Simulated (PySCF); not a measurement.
CsBr, PBE0: how much the basis matters

PySCF, UKS reference; singlet, unpaired electrons none; De to Cs + Br without counterpoise correction.

```
      basis                           relativity  functions  Re (Å)  ωe (cm⁻¹)  De (eV)   μ (D)
   def2-SVP  scalar-relativistic core potentials         56   3.128        154     3.96  -10.81
 def2-TZVPP  scalar-relativistic core potentials         84   3.088        148     4.07  -10.79
x2c-TZVPall                        spin-free X2C        117   3.062        150     4.09  -10.48
```

Question: How does each smaller set differ from the one with most functions, x2c-TZVPall?

Answer: def2-SVP: +6.6 pm, +2.7 % in ωe, -0.13 eV in De; def2-TZVPP: +2.6 pm, -1.3 % in ωe, -0.02 eV in De. All at PBE0; the set with most functions is neither the basis-set limit nor always the best. The rows treat relativity differently, so the differences are not basis effects alone.

A positive dipole means Cs(−)Br(+). Measured (Huber and Herzberg, Constants of Diatomic Molecules (1979)): Re = 3.072251 Å, ωe = 149.66 cm⁻¹. These are scalar-relativistic numbers at best; spin–orbit coupling would shift them, the dissociation energy most.
